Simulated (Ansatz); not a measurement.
Basis-set series for C6H14Si, SMILES `CC(C)[Si]C(C)C`. The species carries charge 0 and has multiplicity 1. Geometry: relaxed with PBE0-D4/def2-TZVP. It is one conformer, not always the lowest.

```xyz
21

C    -0.198   -0.056    2.087
C    -1.130    0.240    0.903
C    -2.363    1.009    1.360
Si   -0.044    1.263   -0.289
C     1.136   -0.063   -1.005
C     1.857    0.454   -2.248
C     0.629   -1.486   -1.207
H     0.585   -0.774    1.831
H     0.294    0.852    2.460
H    -0.765   -0.466    2.930
H    -1.437   -0.710    0.454
H    -2.089    1.975    1.796
H    -3.046    1.213    0.531
H    -2.922    0.451    2.121
H     1.878   -0.076   -0.180
H     1.179    0.487   -3.107
H     2.696   -0.193   -2.523
H     2.244    1.466   -2.103
H     0.231   -1.923   -0.289
H     1.430   -2.143   -1.563
H    -0.166   -1.518   -1.959
```

```csv
functional,basis,functions,energy (Eh),HOMO (eV),LUMO (eV)
PBE0-D4,def2-SVP,172,-525.84168,-5.69,-1.99
PBE0-D4,def2-QZVPP,832,-526.21982,-5.76,-2.09
ωB97M-V,def2-SVP,172,-526.06768,-7.77,0.00
ωB97M-V,def2-QZVPP,832,-526.46289,-7.85,-0.23
```

Give the rows for def2-TZVPP. (An estimate is asked.)

Computed: 
| functional | basis | functions | energy (Eh) | HOMO (eV) | LUMO (eV) |
| --- | --- | --- | --- | --- | --- |
| PBE0-D4 | def2-TZVPP | 424 | -526.19665 | -5.74 | -2.05 |
| ωB97M-V | def2-TZVPP | 424 | -526.44031 | -7.83 | -0.15 |
